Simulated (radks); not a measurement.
Spherical quantum dot in the effective-mass picture: electrons in a hard-walled sphere of radius 4.27, with a point charge +1 (a donor) at the centre, all in effective atomic units (hartree* = m*/eps^2 hartree, bohr* = eps/m* bohr), one dielectric constant everywhere. Calculated with a radial shooting solver with Libxc functionals: non-relativistic Kohn-Sham, r2SCAN, spin-polarised, spherical densities, generalised Kohn-Sham scheme. Levels are named by radial order and angular momentum (1s, 1p, 1d, 2s, ...), and open shells are averaged over m. Each electron was tried in the lowest free levels, single moves between levels near the top were tried too, and the lowest total energy was kept; such a search can miss a lower state. At N = 1 the Hartree and exchange-correlation terms need not cancel, so that row can carry a self-interaction error.

\begin{tabular}{lrrrrr}
N & open shells & 2S & E (hartree*) & addition energy mu(N+1) - mu(N) (hartree*) & e(HOMO) (hartree*) \\ \hline
1 & 1s(up 1, down 0) & 1 & -0.488063 & 0.5685 & -0.26670 \\
2 & none & 0 & -0.407611 & 0.7479 & 0.25129 \\
3 & 1p(up 1, down 0) & 1 & 0.420764 & 0.2737 & 0.96093 \\
4 & 1p(up 2, down 0) & 2 & 1.52283 & 0.2917 & 1.2464 \\
5 & 1p(up 3, down 0) & 3 & 2.91658 & 0.4160 & 1.5418 \\
6 & 1p(up 3, down 1) & 2 & 4.72628 & 0.2660 & 1.9396 \\
7 & 1p(up 3, down 2) & 1 & 6.80195 & 0.2807 & 2.2146 \\
8 & none & 0 & 9.15836 & 0.6008 & 2.4990 \\
9 & 1d(up 1, down 0) & 1 & 12.1156 & 0.2726 & 3.0927 \\
10 & 1d(up 2, down 0) & 2 & 15.3454 & 0.2762 & 3.3675 \\
11 & 1d(up 3, down 0) & 3 & 18.8515 & 0.2780 & 3.6448 \\
12 & 1d(up 4, down 0) & 4 & 22.6356 & 0.2791 & 3.9235 \\
13 & 1d(up 5, down 0) & 5 & 26.6988 & 0.3914 & 4.2030 \\
14 & 1d(up 5, down 1) & 4 & 31.1534 & 0.2647 & 4.5861 \\
15 & 1d(up 5, down 2) & 3 & 35.8727 & 0.2690 & 4.8531 \\
16 & 1d(up 5, down 3) & 2 & 40.8610 & 0.2720 & 5.1238 \\
17 & 1d(up 5, down 4) & 1 & 46.1213 & 0.2740 & 5.3969 \\
18 & none & 0 & 51.6555 & 0.4283 & 5.6716 \\
19 & 2s(up 1, down 0) & 1 & 57.6180 & 0.4993 & 6.1517 \\
20 & 2s(up 1, down 0) 1f(up 1, down 0) & 2 & 64.0799 & 0.2692 & 6.5951 \\
21 & 2s(up 1, down 0) 1f(up 2, down 0) & 3 & 70.8109 & 0.2699 & 6.8649 \\
22 & 2s(up 1, down 0) 1f(up 3, down 0) & 4 & 77.8118 & 0.2705 & 7.1354 \\
23 & 2s(up 1, down 0) 1f(up 4, down 0) & 5 & 85.0832 & 0.2710 & 7.4063 \\
24 & 2s(up 1, down 0) 1f(up 5, down 0) & 6 & 92.6256 & 0.2713 & 7.6776 \\
25 & 2s(up 1, down 0) 1f(up 6, down 0) & 7 & 100.439 & 0.2715 & 7.9491 \\
26 & 2s(up 1, down 0) 1f(up 7, down 0) & 8 & 108.525 & 0.3745 & 8.2207 \\
27 & 2s(up 1, down 0) 1f(up 7, down 1) & 7 & 116.984 & 0.2647 & 8.5901 \\
28 & 2s(up 1, down 0) 1f(up 7, down 2) & 6 & 125.709 & 0.2656 & 8.8556 \\
29 & 2s(up 1, down 0) 1f(up 7, down 3) & 5 & 134.699 & - & 9.1221 \\
\end{tabular}

All shells are closed at N = 2, 8, 18 (there: 1s2 1p6 1d10); the second difference of the energy has clear peaks (12 % above both neighbours; the first and last values, which can be the largest, are not judged, and half-filled shells can peak too) at N = 2, 5, 8, 13, 19, 26.
